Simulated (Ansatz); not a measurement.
Abridged output of a molecular run in Ansatz:

```
Functional definition: HF
1536 factors; integrals over basis functions are off by at most 7.9e-4 eV
mean field evaluation 1: about -57997.2051 eV, gradient 4.7e1 eV
mean field evaluation 2: about -57997.3674 eV, gradient 4.7e1 eV
mean field evaluation 4: about -58002.2488 eV, gradient 3.4e0 eV
mean field evaluation 8: about -58002.3323 eV, gradient 5.3e-1 eV
mean field evaluation 16: about -58002.3364 eV, gradient 2.6e-6 eV
mean field -58002.33639713 eV, -2131.5465471987 hartree, gradient 2.8e-6 eV, S^2 0.000000; 4 other end points of the search recorded, 0 dependent functions left out; unrestricted orbitals would lower it
15 core orbitals not correlated: weight in the atoms' cores, before any rotation towards them, 1.000 or more for the frozen orbitals, at most 0.000 for the correlated occupied ones
reference -58002.33639713 eV, -2131.5465471987 hartree; 20, 20 occupied and 183, 183 virtual orbitals, 1536 factors
second order -34.27749564 eV of doubles, -0.00000000 eV of singles
cycle   1  -31.92800179 eV  change     2.3e0 eV  update   1.6e-1
cycle   2  -32.94996419 eV  change    -1.0e0 eV  update   6.1e-2
cycle   3  -33.16535131 eV  change   -2.2e-1 eV  update   2.9e-2
cycle   4  -33.12348316 eV  change    4.2e-2 eV  update   8.4e-3
cycle   5  -33.11785587 eV  change    5.6e-3 eV  update   3.8e-3
cycle   6  -33.12113440 eV  change   -3.3e-3 eV  update   1.3e-3
cycle   7  -33.12209128 eV  change   -9.6e-4 eV  update   6.3e-4
cycle   8  -33.12149308 eV  change    6.0e-4 eV  update   2.4e-4
cycle   9  -33.12156623 eV  change   -7.3e-5 eV  update   1.2e-4
cycle  10  -33.12167682 eV  change   -1.1e-4 eV  update   5.0e-5
cycle  11  -33.12155460 eV  change    1.2e-4 eV  update   2.3e-5
cycle  12  -33.12157245 eV  change   -1.8e-5 eV  update   8.3e-6
perturbative correction -1.25240979 eV, -0.0460252108 hartree
Total energy: -58036.71037936 eV, -2132.8097677463 hartree
```

Its atoms:

Z-matrix (Å, degrees):
```
C
Sb 1 1.954
H 1 1.085 2 122.1
H 1 1.084 2 120.7 3 -175.1
O 2 1.969 1 96.1 3 -3.3
H 5 0.961 2 111.3 1 -177.3
Zn 3 3.139 1 85.1 2 108.9
```

Problem. Which basis set was used?
A. def2-TZVPP
B. def2-SVPD
C. def2-TZVPPD
D. def2-QZVPP

Solution. A. It gives 218 functions.

Problem. Write the keys of the input that set method, charge and spin (a neutral closed shell needs none for the last two).

Solution. 
```yaml
correlation: {method: ccsd_t, frozen_orbitals: {C: 1, H: 0, O: 1, Sb: 4, Zn: 9}}
```
